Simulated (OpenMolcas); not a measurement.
## Multiplet structure of N3+

| Quantity | Value |
| --- | --- |
| Program | OpenMolcas 26.06 |
| Method | SS-CASPT2, IPEA 0.25 Eh, imaginary shift 0.1 Eh (closed shells correlated: 1s) |
| Basis | ANO-RCC-VQZP [5s4p3d2f1g] |
| Scalar Hamiltonian | DKH2, point nucleus |
| Active space | 2 electrons in 4 orbitals (2s 2p) |
| State averaging | 2S+1 = 3 even, 3 roots; 2S+1 = 1 even, 7 roots; 2S+1 = 3 odd, 3 roots; 2S+1 = 1 odd, 3 roots |
| Spin-orbit coupling | state interaction with AMFI integrals over the reference wave functions, term energies averaged over their components |

Spin-free terms above the lowest, with the occupations of the reference:

```tsv
Configuration	Term	E (cm-1)	Occupations
2s2	1S	0.0	2s 1.86 2p 0.14
2s 2p	3P*	67378	2s 1.00 2p 1.00
2s 2p	1P*	132097	2s 1.00 2p 1.00
2p2	3P	175832	2p 2.00
2p2	1D	189944	2p 2.00
2p2	1S	236168	2s 0.14 2p 1.86
```

With spin-orbit coupling, above the lowest level:

```csv
Configuration,Term,J,E (cm-1),Measured (cm-1),g,Term weight %
2s2,1S,0,0.0,0.0,,100
2s 2p,3P*,0,67240,67209,,100
2s 2p,3P*,1,67309,67272,1.501,100
2s 2p,3P*,2,67446,67416,1.501,100
2s 2p,1P*,1,132097,130694,1.000,100
2p2,3P,0,175695,175535,,100
2p2,3P,1,175764,175608,1.501,100
2p2,3P,2,175899,175733,1.501,100
2p2,1D,2,189945,188882,1.000,100
2p2,1S,0,236169,235369,,100
```

Against the 9 measured excited levels shown (Moore, Selected Tables of Atomic Spectra, NSRDS-NBS 3, section 4) the mean absolute deviation is 430 cm-1; the largest miss in energy is 2s 2p 1P* 1: computed 132097, measured 130694 cm-1 (+1.1 %).

Computed and measured levels are paired by configuration, term and J; levels that our copy of the source lacks, or whose pairing is in doubt (as where it misses far off the trend of its configuration), stay unpaired and out of the deviations. Levels of configurations outside the active space are missing.

The term weight is that of the spin-free term in the level, not the purity of its configuration. * marks odd parity.
